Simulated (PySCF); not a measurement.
## Spin-rotation constants: `InChI=1S/C6H8O4/c7-4-10-6-1-2-8-5-9-3-6/h3-4H,1-2,5H2`

Molfile (atoms numbered from 1):
```
C6H8O4
     RDKit          3D

 18 18  0  0  0  0  0  0  0  0999 V2000
    2.5045   -0.0033   -1.7019 O   0  0  0  0  0  0  0  0  0  0  0  0
    2.8695   -0.1924   -0.5808 C   0  0  0  0  0  0  0  0  0  0  0  0
    2.1326   -0.1834    0.5214 O   0  0  0  0  0  0  0  0  0  0  0  0
    0.7482    0.0400    0.4085 C   0  0  0  0  0  0  0  0  0  0  0  0
    0.2285    0.9517    1.2293 C   0  0  0  0  0  0  0  0  0  0  0  0
   -1.0669    1.3582    1.2838 O   0  0  0  0  0  0  0  0  0  0  0  0
   -1.8121    1.2118    0.0986 C   0  0  0  0  0  0  0  0  0  0  0  0
   -2.3300   -0.0547   -0.1321 O   0  0  0  0  0  0  0  0  0  0  0  0
   -1.4164   -1.1345   -0.0138 C   0  0  0  0  0  0  0  0  0  0  0  0
   -0.0088   -0.8519   -0.5405 C   0  0  0  0  0  0  0  0  0  0  0  0
    3.9125   -0.4060   -0.2914 H   0  0  0  0  0  0  0  0  0  0  0  0
    0.8465    1.4686    1.9498 H   0  0  0  0  0  0  0  0  0  0  0  0
   -2.6812    1.8688    0.2024 H   0  0  0  0  0  0  0  0  0  0  0  0
   -1.1902    1.5508   -0.7500 H   0  0  0  0  0  0  0  0  0  0  0  0
   -1.8782   -1.9454   -0.5818 H   0  0  0  0  0  0  0  0  0  0  0  0
   -1.3483   -1.4360    1.0417 H   0  0  0  0  0  0  0  0  0  0  0  0
   -0.0444   -0.4329   -1.5498 H   0  0  0  0  0  0  0  0  0  0  0  0
    0.5256   -1.8029   -0.6050 H   0  0  0  0  0  0  0  0  0  0  0  0
  1  2  2  0
  2  3  1  0
  3  4  1  0
  4  5  2  0
  5  6  1  0
  6  7  1  0
  7  8  1  0
  8  9  1  0
  9 10  1  0
 10  4  1  0
  2 11  1  0
  5 12  1  0
  7 13  1  0
  7 14  1  0
  9 15  1  0
  9 16  1  0
 10 17  1  0
 10 18  1  0
M  END
```

Method: PySCF, GIAO B3LYP/pcSseg-1 magnetisability, rotational g tensor and spin-rotation constants, non-relativistic, gas phase. Geometry: GFN2-xTB.

(1) Give the nuclear spin-rotation constants along the inertial axes (H = +C I·J) beside the isotropic shieldings.

Results:

(1) Rotational constants 2.7037, 0.9163, 0.7970 GHz. A star marks the isotopologue with that one atom substituted, in its own axes.
| atom | isotope | Caa (kHz) | Cbb (kHz) | Ccc (kHz) | mean (kHz) | σ (ppm) |
| --- | --- | --- | --- | --- | --- | --- |
| H11 | 1H | 0.159 | -0.071 | -0.059 | 0.010 | 23.9 |
| H12 | 1H | -0.223 | 0.078 | -0.087 | -0.077 | 24.8 |
| H13 | 1H | 0.105 | -0.089 | -0.056 | -0.013 | 26.4 |
| H14 | 1H | -0.044 | -0.099 | 0.000 | -0.048 | 26.2 |
| H15 | 1H | -0.273 | 0.055 | -0.083 | -0.100 | 27.4 |
| H16 | 1H | -0.273 | -0.053 | 0.017 | -0.103 | 27.1 |
| H17 | 1H | -0.245 | -0.069 | 0.013 | -0.101 | 27.7 |
| H18 | 1H | -0.151 | -0.063 | -0.058 | -0.090 | 30.0 |
| O1 | 17O* | -1.467 | -0.282 | -0.339 | -0.696 | -124.2 |
| C2 | 13C* | 1.440 | 0.260 | 0.226 | 0.642 | 18.3 |
| O3 | 17O* | -0.769 | -0.228 | -0.205 | -0.401 | 74.6 |
| C4 | 13C* | 1.190 | 0.322 | 0.200 | 0.571 | 33.6 |
| C5 | 13C* | 1.096 | 0.371 | 0.195 | 0.554 | 29.9 |
| O6 | 17O* | -0.571 | -0.165 | -0.070 | -0.269 | 201.1 |
| C7 | 13C* | 0.808 | 0.227 | 0.211 | 0.415 | 82.4 |
| O8 | 17O* | -0.356 | -0.092 | -0.112 | -0.187 | 244.8 |
| C9 | 13C* | 0.584 | 0.232 | 0.181 | 0.332 | 108.1 |
| C10 | 13C* | 0.485 | 0.164 | 0.138 | 0.262 | 145.6 |

For the geometry as given, no vibrational averaging.
